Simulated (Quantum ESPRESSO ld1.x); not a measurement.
Task: Coherent X-ray form factor from a spherical all-electron density. Method: scalar-relativistic Kohn-Sham, PBE, spin-unpolarised, spherical densities, point nucleus; computed with ld1.x of Quantum ESPRESSO 7.5.

sin(theta)/lambda (1/angstrom)  f0 (electrons)
0.05                                    65.462
0.1                                     63.916
0.15                                    61.546
0.2                                     58.606
0.25                                    55.360
0.3                                     52.037
0.4                                     45.753
0.5                                     40.355
0.6                                     35.834
0.8                                     28.724
1                                       23.531
1.25                                    19.199
1.5                                     16.508
2                                       13.014

The species is in the configuration that NIST lists as its ground one. Which atom or ion scatters so?

Result: The ytterbium ion Yb4+, [Xe] 4f12. Extrapolating in s^2 from the first two rows gives f0(0) = 66.0, near the electron count 66; among species with that count, the fall with angle is slower the higher Z, and the table is that of Z = 70; from so few rows the species is fixed only to a neighbour or two.
